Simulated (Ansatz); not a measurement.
Cost and result up the ladder for Au(PF3)H (PHAuF₃) (6 atoms). The state is a singlet with charge 0. Geometry: PBE-D4/def2-SVP.

```tsv
atom	x (Å)	y (Å)	z (Å)
Au1	-1.247	-0.621	0.870
P2	0.499	0.244	-0.349
F3	0.999	-0.551	-1.643
F4	1.905	0.453	0.383
F5	0.322	1.697	-0.991
H6	-2.477	-1.222	1.731
```

Ansatz on 4 threads of Intel Xeon on a shared host. Times are rough, and most runs start from the orbitals of an earlier one. ωB97M-V/def2-TZVP serves as the yardstick here, not as an exact answer. Differences are given only for rows in sets of like size (and for xTB, whose basis is part of the method), since another set adds its own error. Binding counts from free atoms at the same level (Au doublet, P quartet, F doublet, H doublet; other spins of the atoms weren't run), without zero-point energy or a counterpoise term.

In the def2 sets Au takes a core potential; there is no spin–orbit coupling. LC-ωPBE has ω = 0.4 bohr⁻¹. Correlated methods freeze 8 core orbitals; core or outer-core shells of Au are correlated, in sets that lack core-valence functions.

Correlated methods converge slowly with the basis.

| level | functions | binding energy per atom (eV) | difference from ωB97M-V/def2-TZVP (eV) |
| --- | --- | --- | --- |
| PBE-D4/def2-SVP | 97 | 3.37 | – |
| LC-ωPBE/def2-TZVP | 176 | 3.30 | -0.05 |
| PBE-D4/def2-TZVPD | 215 | 3.47 | 0.12 |
| ωB97X-V/def2-TZVP | 176 | 3.35 | 0.00 |
| ωB97M-V/def2-TZVP | 176 | 3.35 | 0.00 |
| BLYP-D4/def2-TZVP | 176 | 3.38 | 0.04 |
| B97M-V/def2-TZVP | 176 | 3.31 | -0.03 |
| r2SCAN0-D4/def2-TZVP | 176 | 3.21 | -0.14 |
| PBE0-D4/def2-TZVP (with forces) | 176 | 3.27 | -0.07 |
| CCSD(T)/def2-TZVP | 176 | 3.19 | -0.15 |
| PBE0-D4/def2-SVP | 97 | 3.13 | – |
| r2SCAN-D4/def2-TZVPD | 215 | 3.38 | 0.03 |
| r2SCAN-D4/def2-TZVP | 176 | 3.38 | 0.03 |
| PBE-D4/def2-TZVP | 176 | 3.47 | 0.12 |

Question: Estimate how long each takes.

Answer: PBE-D4/def2-TZVP 3.6 s; PBE-D4/def2-SVP 3.9 s; BLYP-D4/def2-TZVP 5 s; PBE0-D4/def2-SVP 5.5 s; r2SCAN-D4/def2-TZVP 7 s; LC-ωPBE/def2-TZVP 7 s; r2SCAN0-D4/def2-TZVP 8 s; PBE-D4/def2-TZVPD 8 s; PBE0-D4/def2-TZVP (with forces) 9 s; r2SCAN-D4/def2-TZVPD 9.6 s; B97M-V/def2-TZVP 11 s; ωB97X-V/def2-TZVP 14 s; ωB97M-V/def2-TZVP 15 s; CCSD(T)/def2-TZVP 2.8 min. On shared hardware such times vary by a factor of up to 3.
